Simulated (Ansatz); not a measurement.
`FB(S)Cl` + H₂ → `SBCl` + H–F at 400 K and 1 bar (hydrogenolysis of a B–F bond).

Gas-phase electronic energies from Ansatz, PBE0-D4/def2-TZVP geometries. CBS: MP2 limit from def2 TZ/QZ plus the TZ coupled-cluster correction, frozen cores. This one scheme is used for every species. One conformer a species, not always the lowest.

```json
{"species": "`FB(S)Cl`", "CCSD(T)/CBS energy (Eh)": "-982.86970", "H − E (kJ/mol)": "69.1", "S (J/(mol·K))": "320.9"}
{"species": "H₂", "CCSD(T)/CBS energy (Eh)": "-1.17544", "H − E (kJ/mol)": "38.0", "S (J/(mol·K))": "139.0"}
{"species": "`SBCl`", "CCSD(T)/CBS energy (Eh)": "-883.61129", "H − E (kJ/mol)": "81.6", "S (J/(mol·K))": "297.8"}
{"species": "H–F", "CCSD(T)/CBS energy (Eh)": "-100.39570", "H − E (kJ/mol)": "36.5", "S (J/(mol·K))": "182.2"}
```

H − E and S are ideal-gas, rigid-rotor, harmonic terms from PBE0-D4/def2-TZVP, for one conformer and one mirror image of each species. The MP2-based limit puts H₂ 0.8 mEh under its directly extrapolated value; such offsets cancel only in part. 1 Eh = 2625.50 kJ/mol, R = 8.31446 J/(mol·K).

Q: By hand: ΔE, ΔH, ΔS and ΔG.

A: ΔE = (-883.61129) + (-100.39570) − (-982.86970) − (-1.17544) = 0.03815 Eh = 100.2 kJ/mol. Δ(H − E) = 81.6 + 36.5 − 69.1 − 38.0 = 11.0, so ΔH = 111.2 kJ/mol. ΔS = 297.8 + 182.2 − 320.9 − 139.0 = 20.1 J/(mol·K). ΔG = 111.2 − 400 × (20.1)/1000 = 103.2 kJ/mol.

Q: By hand: the equilibrium constant, and the temperature at which ΔG would vanish if ΔH and ΔS stayed fixed.

A: log₁₀ K = −ΔG/(RT ln 10) = -13.5. ΔG = 0 at ΔH/ΔS = 5532 K, far beyond where these terms or the molecules hold.

ΔH outweighs TΔS. A doubt of 5 kJ/mol in ΔE shifts log₁₀ K by 0.7 here. Other conformers and mirror images would add mixing entropy, several J/(mol·K) or more a flexible species. These are equilibria of isolated gas molecules and say nothing of rates. Largest T1 diagnostic: 0.013 (customary marks: 0.02 for closed shells, 0.045 for open ones).
